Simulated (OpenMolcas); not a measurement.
Ru4+ (d4) among equal point charges was computed by CASSCF with the d shell active (OpenMolcas, ANO-RCC-VDZP on the metal). Its lowest spin-free states, and all those of the highest spin:

```csv
2S+1,Degeneracy,E (cm-1)
5,3,0.0
5,2,5648
3,3,15235
3,3,17674
1,1,19411
3,3,19932
3,3,21777
3,2,22069
3,3,23026
1,3,23838
3,3,25871
3,3,26240
```

Q: Is the site octahedral, tetrahedral or cube-like, axial, or of lower symmetry?

A: The states with 2S+1 = 5 have orbital degeneracies 3, 2. Threefold states need a cubic site. For d4 at this spin an octahedron puts the twofold E below the threefold T2 and a tetrahedron or cube puts the threefold T2 below the twofold E, so the site is a tetrahedron or a cube, which this pattern cannot tell apart. The first gap at this spin, 5650 cm-1, is |10Dq| in ligand-field theory. The run had Ru4+ among 4 point charges of -2 e arranged as a tetrahedron (Td), 1.71 Å from the ion.

An orbital triplet at a regular site is open to Jahn-Teller coupling, which can distort the site and quench the lowest spin-orbit gaps and is left out. Without dynamic correlation the repulsion within the d shell is too large (B by tens of per cent), so at a given field states of lower spin stand too high. Point charges give a weaker field than real ligands, and real ions of this kind are as a rule low spin; the high spin found here belongs to the model. Point charges carry no covalency, so the field is a model and not that of real ligands. No measured value stands beside these numbers.
